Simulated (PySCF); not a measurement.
Positional isomers: benzothiophene boryl+boryl. All species are isolated molecules in the gas phase. One relaxed conformer stands for each flexible species; it need not be the lowest. Strings in code marks are SMILES. All members: neutral, multiplicity 1. Level: PBE0-D4/def2-TZVP // PBE0-D4/def2-SVP (PySCF). Delta-SCF ions had no search for a lower state.  The removal energy is E(N − 1 electrons) − E(N electrons) at the parent's geometry; ε(HOMO) is measured against the vacuum level.

| species | −ε(HOMO) (eV) | vertical ionisation energy (Delta-SCF) (eV) |
|---|---|---|
| `Bc1ccc(B)c2sccc12` (H–B–C–C torsion 180°, C–C–B–H torsion 0°) | 6.78 | 8.41 |
| `Bc1cc(B)c2sccc2c1` (H–B–C–C torsion 180°, C–C–B–H torsion 0°) | 6.83 | 8.45 |
| `Bc1cc2c(B)cccc2s1` (H–B–C–S torsion -180°, C–C–B–H torsion 0°) | 6.85 | 8.46 |
| `Bc1ccc2sc(B)cc2c1` (H–B–C–C torsion 0°, S–C–B–H torsion -180°) | 6.87 | 8.46 |
| `Bc1cc(B)c2ccsc2c1` (H–B–C–C torsion -180°, C–C–B–H torsion 0°) | 6.89 | withheld |
| `Bc1csc2c(B)cccc12` (H–B–C–C torsion -180°, C–C–B–H torsion 0°) | 6.94 | 8.54 |

Q: Fit vertical ionisation energy (Delta-SCF) = a + b·x to the 5 complete rows by least squares, with x = −ε(HOMO) in eV. Give a, b and the rms residual, and predict the withheld value.

A: Means of the 5 rows: x̄ = 6.854, ȳ = 8.464 eV. Σ(x − x̄)² = 0.01372 and Σ(x − x̄)(y − ȳ) = 0.01082, so b = 0.789 and a = ȳ − b·x̄ = 3.056 eV. The rms residual is 0.009 eV. At x = 6.89 the line gives 8.49 eV. The run for `Bc1cc(B)c2ccsc2c1` (H–B–C–C torsion -180°, C–C–B–H torsion 0°) gave 8.49 eV, so the line is off by 0.00 eV, within twice the rms residual.

Codes: PySCF.
